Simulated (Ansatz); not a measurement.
Two isomers of C2H7GaSi: A = `C1[CH2][GaH][SiH2]1`, B = `[SiH3][Ga]1[CH2][CH2]1`.

Computed with Ansatz on PBE0-D4/def2-TZVP structures; ΔE is electronic, products minus reactants. CCSD(T)/CBS is the MP2 limit (def2-TZVPP, def2-QZVPP) plus CCSD(T) − MP2 in def2-TZVPP, frozen cores. Functionals use def2-TZVPP. B3LYP here is the variant with VWN-RPA as its local correlation; programs differ in this. For Ga outer-core shells are correlated without core-valence functions, which leaves a few kJ/mol of doubt a bond. Scalar relativity is left out up to krypton.

(1) Which is lower in electronic energy at CCSD(T)/CBS, and by how much? (An estimate is asked.)

(2) Give E(B) − E(A) in kcal/mol with B3LYP, CCSD/def2-TZVPP, r2SCAN-D4, ωB97M-V, MP2/def2-TZVPP, CCSD(T)/def2-TZVPP, PBE0-D4. (An estimate is asked.)

Largest T1 diagnostic: 0.016.

## Answers

(1) Computed: A, by 10.5 kcal/mol.

(2) The calculation gave: B3LYP 5.7, CCSD/def2-TZVPP 14.1, r2SCAN-D4 9.8, ωB97M-V 12.5, MP2/def2-TZVPP 14.5, CCSD(T)/def2-TZVPP 12.3, PBE0-D4 11.8. None reverses the order clearly.

In def2-TZVPP, CCSD(T) changes the Hartree–Fock value by −3.1 kcal/mol (the triples alone add −1.9 kcal/mol) and MP2 by −0.9 kcal/mol. From PBE to PBE0 (25 % exact exchange), in def2-TZVPP and without D4, E(B) − E(A) moves by +5.0 kcal/mol.
